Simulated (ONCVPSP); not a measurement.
# Ca (Z = 20), ONCV: configuration errors across variants

* Element: Ca (Z = 20)
* Generator: ONCVPSP 4.0.1
* Type: optimised norm-conserving Vanderbilt (ONCV)
* Functional: LDA (Perdew-Wang 92)
* Relativity: non-relativistic
* Frozen core: [Ne] 3s2
* Valence charge: 8
* Reference configuration: 3p6 4s2
* Partial waves: 4s: rc 3.40 bohr, ncon 4, nbas 9, qcut 2.5 1/bohr, 2 projectors, debl 1.5 Ha; 3p: rc 1.30 bohr, ncon 4, nbas 7, qcut 5.4 1/bohr, 2 projectors, debl 3.1 Ha; d scattering state at 0.12 Ha: rc 2.65 bohr, ncon 5, nbas 8, qcut 3.5 1/bohr, 1 projector; f scattering state at 0.15 Ha: rc 2.60 bohr, ncon 5, nbas 8, qcut 4.8 1/bohr, 2 projectors, debl 2.8 Ha
* Local potential: polynomial inside 0.85 bohr (lpopt 5, dvloc0 0 Ha)
* Core correction: Teter function, fcfact 3.5, rcfact 1.3

In the d channel the program set the typed energies aside and used -0.083 Ha.

All-electron excitation energies from the reference (eV): (1) 3p6 4s1 6.433; (2) 3p6 4s0 18.328; (3) 3p6 4s1.5 2.554; (4) 3p6 4s1 4p1 2.456.

A true bound ghost makes a file unfit for plane-wave use even where its test errors are small: the radial tests pick states by their node count and pass the ghost by.

Errors AE − PS in meV (a dash: test not solved or not reliable):

```csv
change,(1),(2),(3),(4),bound ghosts,GHOST(+) flags above zero
base,+4.0,+31,+0.7,+0.4,"s, f","s, d"
f: qcut 5.9,+4.0,+31,+0.7,+0.4,"s, f","s, d"
"local potential polynomial inside 1.25 bohr (lpopt 2, dvloc0 0 Ha)",–,–,–,–,none,none
"core correction Teter function, fcfact 3.5, rcfact 0.92",+4.0,+32,+0.7,+0.4,"s, f","s, d"
"local potential polynomial inside 0.85 bohr (lpopt 5, dvloc0 7 Ha)",+3.9,+31,+0.7,+0.3,"s, f",none
"core correction Teter function, fcfact 5.1, rcfact 1.3",+4.0,+31,+0.7,+0.3,"s, f","s, d"
```

Question: Give the same row for: core correction none.

Answer: +4.0, +32, +0.7, +0.5; bound ghosts: s, f; GHOST(+) flags above zero: s, d.
